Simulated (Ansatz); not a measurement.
Job for Ansatz (a quantum-chemistry and plane-wave program): R-PBE0/def2-TZVPP on ClIn (SMILES [Cl][In]). Elements past Kr take the def2 small-core potentials; no spin–orbit coupling.

Ansatz 0.2 input:
```yaml
crystal:
  periodic: [false, false, false]
  atoms:
    - {symbol: In, position_ang: [0.00000000, -0.00000000, -1.22050680]}
    - {symbol: Cl, position_ang: [-0.00000000, 0.00000000, 1.22050680]}
basis:
  gaussian:
    orbitals: def2-TZVPP
hamiltonian:
  xc: {name: PBE0}
scf: {lower_state_search: off}
```

The log:

```
WARN ansatz: RAYON_NUM_THREADS=4 ignored (pool sized by the plan → 4); use --threads N
Functional definition: PBE0
these checks for a lower state are left out or cut short: stability, starts, cluster_reference, orbital_swaps, neighbouring_geometries, increment
integrals: 0.03 GiB planned
806 factors; their error is unknown
mean field: 0.33 GiB planned
mean field evaluation 1: about -17693.6784 eV, gradient 2.0e1 eV
mean field evaluation 2: about -17691.3293 eV, gradient 3.6e1 eV
mean field evaluation 4: about -17694.9152 eV, gradient 1.2e0 eV
mean field evaluation 8: about -17695.0049 eV, gradient 6.0e-2 eV
mean field evaluation 16: about -17695.0049 eV, gradient 8.7e-7 eV
mean field -17695.00490157 eV, -650.2794360277 hartree, gradient 8.7e-7 eV, S^2 0.000000; 0 other end points of the search recorded, 0 dependent functions left out
reference -17695.00492889 eV, -650.2794370315 hartree; 19, 19 occupied and 73, 73 virtual orbitals, 806 factors
Total energy: -17695.00492889 eV, -650.2794370315 hartree
Checks for a lower state left out: stability, starts, cluster_reference, orbital_swaps, neighbouring_geometries, increment
```

The calculation finished and met its thresholds.

Cost: about 1.5 core-seconds (a rough figure).
